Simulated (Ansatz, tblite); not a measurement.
Isomers of Si$_{6}$W⁺ (doublet), found by a short tight-binding search and relaxed with PBE-D4/def2-SVP in Ansatz.

In the def2 sets W takes a core potential; there is no spin–orbit coupling. The xTB rows come from tblite.

Run but left out: HF/def2-SVP, HF/def2-TZVP, MP2/def2-SVP, MP2/def2-TZVP, CCSD/def2-SVP, CCSD(T)/def2-SVP (A: ⟨S²⟩ 2.27 to 2.39, where a pure state has 0.75).

B: At r2SCAN0-D4/def2-TZVP the charge 1 doublet is spin-contaminated (final ⟨S²⟩ up to 0.92, 0.75 for a pure state). C: At r2SCAN0-D4/def2-TZVP the charge 1 doublet is spin-contaminated (final ⟨S²⟩ up to 0.86, 0.75 for a pure state). D: At r2SCAN0-D4/def2-TZVP the charge 1 doublet is spin-contaminated (final ⟨S²⟩ up to 0.84, 0.75 for a pure state).

Other spin states weren't relaxed.

A:

```xyz
7

W    -1.6211   -0.0639    1.3489
Si   -0.7848   -1.6336   -0.2566
Si    0.4374   -0.5505    2.2752
Si    1.1820    0.9509   -2.5408
Si    1.0212   -1.2289   -1.7513
Si    0.0543    0.6160   -0.5098
Si   -0.2890    1.9100    1.4345
```

B:

```xyz
7

W     0.1283    1.9981   -1.3146
Si   -0.7605    1.0519    0.6172
Si   -1.4172    0.4264   -1.9471
Si    1.7992   -2.1534   -0.1972
Si   -1.2985   -0.1874    2.4884
Si    1.0621   -0.1046   -0.9629
Si    0.4866   -1.0310    1.3162
```

C:

```csv
atom,x (Å),y (Å),z (Å)
W1,0.617,-1.063,0.066
Si2,-1.126,-1.000,-1.738
Si3,-1.895,1.024,-2.612
Si4,1.063,1.350,0.926
Si5,2.196,-0.533,1.894
Si6,-0.342,-0.788,2.179
Si7,-0.513,1.011,-0.715
```

D:

```xyz
7

W    -0.183    0.458    1.048
Si    0.691   -0.858    2.888
Si    0.844    1.784   -0.700
Si   -0.687    0.932   -2.441
Si    0.317   -0.730   -1.083
Si   -2.030    0.211   -0.500
Si    1.048   -1.797    0.787
```

E:

```tsv
atom	x (Å)	y (Å)	z (Å)
W1	1.240	1.321	0.083
Si2	-1.792	-1.204	1.232
Si3	1.936	-0.813	-0.749
Si4	-0.480	-1.025	-0.784
Si5	-1.188	1.059	0.511
Si6	0.513	-0.468	1.545
Si7	-0.228	1.130	-1.838
```

Problem. Estimate their order by electronic energy at PBE0-D4/def2-TZVP, counted from the lowest.

Solution. E (0.00) < D (1.45) < C (1.65) < A (1.70) < B (1.90), in eV.

Problem. Do the other levels pick the same lowest one?

Solution. Not GFN2-xTB. Energies above each level's lowest (eV):

```csv
level,A,B,C,D,E
GFN1-xTB,1.51,1.53,1.31,0.74,0.00
GFN2-xTB,1.36,0.88,0.26,0.00,0.89
PBE-D4/def2-SVP,1.42,1.52,1.39,1.13,0.00
PBE-D4/def2-TZVP,1.57,1.72,1.47,1.19,0.00
revPBE-D4/def2-TZVP,1.53,1.75,1.49,1.20,0.00
r2SCAN-D4/def2-TZVP,1.65,1.72,1.53,1.30,0.00
PBE0-D4/def2-SVP,1.54,1.66,1.57,1.39,0.00
PBE0-D4/def2-TZVP,1.70,1.90,1.65,1.45,0.00
r2SCAN0-D4/def2-TZVP,1.77,1.90,1.69,1.53,0.00
```
Point groups (tolerance 0.1 Å): A not assigned, B Cs, C not assigned, D Cs, E not assigned. Lower isomers may exist. From def2-SVP to def2-TZVP the PBE0 values move by up to 0.24 eV, so results in the small set are rough.
